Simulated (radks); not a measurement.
Correlation energies from several functionals, in hartree. Species: Gd3+ [Xe] 4f7; In+ [Kr] 4d10 5s2; Sr [Kr] 5s2; Be+ [He] 2s1. Calculated with a radial shooting solver on a logarithmic mesh with Libxc functionals: non-relativistic Kohn-Sham, exchange-only PBE, spin-polarised, spherical densities, point nucleus. Every spin shell is full or empty, so the densities are truly spherical. Functionals are evaluated on that one density, not self-consistently.

| functional | Gd3+ | In+ | Sr | Be+ |
|---|---|---|---|---|
| PW92 | -6.1704 | -4.6134 | -3.4390 | -0.17263 |
| VWN5 | -6.1969 | -4.6336 | -3.4542 | -0.17346 |
| Wigner | -3.2262 | -2.5708 | -1.9961 | -0.10851 |
| Chachiyo | -6.0884 | -4.5525 | -3.3904 | -0.16922 |
| PBE | -3.5175 | -2.5661 | -1.8461 | -0.053621 |
| PBEsol | -3.9602 | -2.9054 | -2.1112 | -0.068464 |
| P86 | -3.9702 | -2.9098 | -2.1101 | -0.054503 |
| PW91 | -3.7934 | -2.7734 | -2.0031 | -0.061709 |
| AM05 | -5.7834 | -4.2958 | -3.1785 | -0.15089 |
| OP (B88) | -3.1508 | -2.3784 | -1.7647 | -0.068455 |
| TPSS | -3.5187 | -2.5689 | -1.8506 | -0.051879 |
| revTPSS | -3.5524 | -2.6003 | -1.8804 | -0.054786 |
| r2SCAN | -3.5607 | -2.5833 | -1.8701 | -0.050369 |
| B95 | -4.3596 | -3.1288 | -2.2292 | -0.061969 |
| Tao-Mo | -3.4229 | -2.4793 | -1.7661 | -0.036916 |
